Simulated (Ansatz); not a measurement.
Two members of one family ((HgS)n off), computed with Ansatz in the gas phase; def2 core potentials for Hg, no spin–orbit coupling. The two geometries come from different levels. HOMO and LUMO are taken over both spins. The structures are stationary points that may keep the symmetry of their start.

First: Hg3S2⁺ (doublet, charge 1, PBE-D4/def2-SVP geometry).

```xyz
5

Hg    2.308   -1.114   -1.681
Hg    1.655   -1.313    1.329
Hg   -3.217    1.541    1.276
S    -0.584    0.357    0.476
S    -0.162    0.529   -1.400
```

| level | HOMO (eV) | LUMO (eV) | gap (eV) |
| --- | --- | --- | --- |
| PBE-D4/def2-SVP | -10.32 | -9.31 | 1.01 |
| PBE-D4/def2-TZVP | -10.31 | -9.26 | 1.05 |
| PBE0-D4/def2-SVP | -10.85 | -8.71 | 2.14 |
| PBE0-D4/def2-TZVP | -10.83 | -8.66 | 2.17 |
| r2SCAN0-D4/def2-TZVP | -10.97 | -8.76 | 2.21 |

Second: Hg3S3⁺ (doublet, charge 1, r2SCAN-D4/def2-SVP geometry).

```xyz
6

Hg    0.4552   -1.2066    0.0649
Hg   -0.9553   -3.4758   -0.6647
Hg    1.0733    1.8591    0.5677
S    -1.7663    0.5209   -0.6188
S    -1.2281    2.4006   -0.2512
S     2.4212   -0.0983    0.9021
```

**Question.** Estimate the same table for the second.

**Answer.** 
```tsv
level	HOMO (eV)	LUMO (eV)	gap (eV)
PBE-D4/def2-SVP	-10.02	-9.02	1.00
PBE-D4/def2-TZVP	-10.00	-8.96	1.03
PBE0-D4/def2-SVP	-11.14	-8.04	3.10
PBE0-D4/def2-TZVP	-11.09	-7.94	3.14
r2SCAN0-D4/def2-TZVP	-11.20	-7.89	3.30
```
